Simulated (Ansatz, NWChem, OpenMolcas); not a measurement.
How methods differ on CH2FNOSn (SMILES O=C=[N][SnH2][F])

CH2FNOSn: 7 atoms, total charge 0, spin state singlet. SMILES: `O=C=[N][SnH2][F]`. The shape is that of a PBE0-D4/def2-TZVP optimisation. This is one conformer, not always the lowest.

Quantity: the vertical energy of the triplet above the singlet, in eV. The values are calculated.

```
                             level                    kind     program  value (eV)  CPU time (all runs)
      HF/def2-SVP (core potential)            Hartree–Fock      Ansatz        6.32                 45 s
    BLYP/def2-SVP (core potential)                     GGA  OpenMolcas        5.48              2.1 min
    TPSS/def2-SVP (core potential)                meta-GGA  OpenMolcas        5.67              2.8 min
   BHLYP/def2-SVP (core potential)           global hybrid  OpenMolcas        6.32              2.2 min
   wB97X/def2-SVP (core potential)  range-separated hybrid      Ansatz        6.55              2.7 min
PBE-QIDH/def2-SVP (core potential)           double hybrid      Ansatz        6.78                 82 s
 RPA@PBE/def2-SVP (core potential)                     RPA      Ansatz        6.45                 67 s
     MP2/def2-SVP (core potential)     perturbation theory      NWChem        7.55              3.7 min
 BCCD(T)/def2-SVP (core potential)   coupled cluster or CI      Ansatz        6.82               14 min
```

Spin-orbit coupling is left out. The values span 5.48 to 7.55 eV. In the correlated wave-function rows the outer d shell of Sn is correlated, in sets not made for it. CPU times are rough (shared hosts, several kinds of processor and program).
